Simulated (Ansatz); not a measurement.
Two isomers of C2H5BO2: A = `CC1OB1O`, B = `B1COCO1`.

Isolated molecules relaxed with PBE0-D4/def2-TZVP in Ansatz; ΔE leaves out vibrations. CCSD(T)/CBS adds triple-zeta CCSD(T) − MP2 to the extrapolated MP2 energy (def2 sets, frozen cores). DFT in def2-TZVPP. B3LYP here is the variant with VWN-RPA as its local correlation; programs differ in this. One conformer a species, not always the lowest.

**Question.** Which is lower in electronic energy at CCSD(T)/CBS, and by how much? (An estimate is asked.)

**Answer.** Computed: A, by 83.2 kJ/mol.

**Question.** Give E(B) − E(A) in kJ/mol with LDA (SPW92), MP2/def2-TZVPP, B3LYP-D4, PBE-D4, B3LYP, PBE0-D4, HF/def2-TZVPP. (Estimate.)

**Answer.** Computed: LDA (SPW92) 76.5, MP2/def2-TZVPP 92.7, B3LYP-D4 82.4, PBE-D4 88.2, B3LYP 85.1, PBE0-D4 80.7, HF/def2-TZVPP 62.0. None reverses the order clearly.

**Question.** Does the order hold for the free energy at 298.15 K (harmonic terms from PBE0-D4)? (An estimate is asked.)

**Answer.** Ansatz gave: Yes: G(B) − G(A) = +86.9 kJ/mol, for one conformer each.

Largest T1 diagnostic: 0.014.

From PBE to PBE0 (25 % exact exchange), in def2-TZVPP and without D4, E(B) − E(A) moves by −7.9 kJ/mol. Leaving LDA and LC-ωPBE aside and taking each functional with its dispersion term where it has one, the values, not all of them listed here, spread over 22.9 kJ/mol, from BHLYP-D4 to B97M-V. LDA lies −13.3 kJ/mol from PBE without D4.
